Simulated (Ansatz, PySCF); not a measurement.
This Ansatz (a quantum-chemistry and plane-wave program) input computes a PBE/def2-TZVPD energy:

Ansatz 0.2 input:
```yaml
crystal:
  periodic: [false, false, false]
  atoms:
    - {symbol: Bi, position_ang: [0.80742185, 0.42617763, 0.28107635]}
    - {symbol: I, position_ang: [-0.98694290, 1.24680482, -1.59755100]}
    - {symbol: I, position_ang: [-0.27751018, -1.91421507, 1.15737482]}
basis:
  gaussian:
    orbitals: def2-TZVPD
hamiltonian:
  xc: {name: PBE}
total_charge: 1
output: {forces: true}
```

### Question
Write an input for the same energy in PySCF and say what it gives.

### Answer

```python
from pyscf import gto, scf, dft

mol = gto.M(
    atom='''
    Bi    0.80742185    0.42617763    0.28107635
    I    -0.98694290    1.24680482   -1.59755100
    I    -0.27751018   -1.91421507    1.15737482
    ''',
    basis='def2-tzvpd',
    ecp='def2-tzvp',
    charge=1,
    spin=0,
    verbose=4,
)

mf = dft.RKS(mol, xc='pbe').density_fit(auxbasis='def2-universal-jkfit')
mf.grids.level = 3
mf.conv_tol = 1e-9
mf.max_cycle = 100
mf.max_memory = 1500
mf.kernel()
if not mf.converged:
    mf = mf.newton()
    mf.kernel(mf.make_rdm1())
mf.analyze()
```
It gives -809.88192 Eh, and Ansatz -809.88189 Eh, a difference of 0.03 mEh, from the treatment of integrals and grids.

It need not be the lowest isomer of its formula.
